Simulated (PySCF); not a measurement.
Al(Cl)2(NH3) (AlCl₂H₃N), SMILES [NH3]->[Al+]([Cl])[Cl] (connectivity only; charge and spin as stated), charge +1, multiplicity 1.

Geometry: ωB97X-D3(BJ)/def2-SVP. The multiplicity is an assumed one; other spin states were not compared. The isomer is the one that the SMILES or the coordinates give; other isomers of the formula were not compared.

Two levels are set side by side: TDDFT-PBE/def2-SVPD (PySCF) and TDDFT-LC-ωPBE/def2-SVPD (PySCF). Vertical, same geometry. The lowest singlet is HOMO→LUMO 99 % with PBE and HOMO→LUMO+1 92 % with the other functional; states are paired by order. Differences are taken from unrounded values.

| quantity | TDDFT-LC-ωPBE | TDDFT-PBE | TDDFT-PBE minus TDDFT-LC-ωPBE |
|---|---|---|---|
| lowest singlet excitation (eV) | 7.50 | 5.84 | -1.67 |
| lowest triplet excitation (TDA) (eV) | 7.13 | 5.63 | -1.50 |
| first bright state (f over 0.05) (eV) | 7.87 | 6.37 | -1.50 |
| its oscillator strength | 0.07 | 0.05 | -0.02 |

Functionals without exact exchange tend to place singlet excitations lower, as here. Differences between two approximate levels are no errors against the true value.

Rough cost on one machine, each run with all the roots and properties that it gave: TDDFT-LC-ωPBE against TDDFT-PBE about 4 times.
